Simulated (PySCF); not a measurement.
A mixed set of molecules. Level of theory: TDDFT B3LYP/def2-SVPD, vertical, gas phase, core orbitals frozen in the response in PySCF 2.14.0, density-fitted response routines. Geometries: PBE0-D3(BJ)/def2-SVP; one conformer of each isolated species. Triplets are in the Tamm–Dancoff approximation.

Question: Rank by computed lowest singlet excitation energy, highest first.
A. `CCO[Si@H]1C=CC=C1F`
B. `C(/C)(F)=C/C#N`
C. `F/C=C\[C@H]1C=N1`
D. `CC#C[Si@@H]1OCC[C@H]1F`

Answer: B (6.07 eV), D (5.63 eV), C (4.44 eV), A (3.94 eV).

```
                SMILES  S1 (eV)  α (au)  gap (eV)  HOMO (eV)  first f ≥ 0.01 (nm)  T1 (eV)  S1 mainly
          C/C(F)=C\C#N     6.07    55.4      6.09      -7.74                  204     3.71  H→L (91%)
CC#C[Si@@H]1OCC[C@H]1F     5.63   100.2      6.97      -7.50                  183     4.80  H→L (71%)
      F/C=C\[C@H]1C=N1     4.44    55.4      5.56      -6.83                  279     3.72  H→L (91%)
    CCO[Si@H]1C=CC=C1F     3.94    98.6      4.53      -6.46                  315     2.45  H→L (98%)
```

H and L stand for HOMO and LUMO.

- `C/C(F)=C\C#N`: Löwdin shares by element: HOMO carbon 61% or more, nitrogen 21% (atoms not listed hold the other 18%); LUMO carbon 64% or more, nitrogen 15% (atoms not listed hold the other 21%).
- `CC#C[Si@@H]1OCC[C@H]1F`: Löwdin shares by element: HOMO carbon 64% or more, silicon 8% (atoms not listed hold the other 28%); LUMO carbon 44% or more, silicon 23%, oxygen 6% (atoms not listed hold the other 26%).
- `F/C=C\[C@H]1C=N1`: Löwdin shares by element: HOMO carbon 57% or more, nitrogen 17% (atoms not listed hold the other 26%); LUMO carbon 43% or more, nitrogen 33%, hydrogen 7% or more (atoms not listed hold the other 16%).
- `CCO[Si@H]1C=CC=C1F`: Löwdin shares by element: HOMO carbon 82% or more (atoms not listed hold the other 18%); LUMO carbon 72% or more (atoms not listed hold the other 28%).
